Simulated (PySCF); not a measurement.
# Ionisation energy of Cd³⁷⁺ by level of theory

Cd³⁷⁺ [Ne] 3s1 [3s1/2^1, M_J = 1/2] → Cd³⁸⁺ [Ne], as a difference of total energies. Calculation: PySCF 2.14, in an uncontracted even-tempered set (18 s from 7.3 bohr⁻², ratio 2.4; 13 p from 9.5 bohr⁻², ratio 2.4; 4 d from 31 bohr⁻², ratio 2.6; 4 f from 46 bohr⁻², ratio 2.6); the two-component X2C-1e Hamiltonian. Correlated levels: 1s2 frozen; the 48 highest virtual spinors dropped. "Screened" scales the spin-orbit matrix elements by Boettger's factors to mimic the two-electron term; Breit and QED terms are absent.

```csv
method,ionisation energy (eV)
GHF (spin-free),2498.5
GMP2 (spin-free),2499.2
GHF (screened spin-orbit),2498.5
GMP2 (screened spin-orbit),2499.2
```

Breit and QED terms and the two-electron picture change are absent.

For comparison: 2498.62 ± 0.08 eV (semi-empirical (NIST evaluation); NIST Atomic Spectra Database, ionization energies).
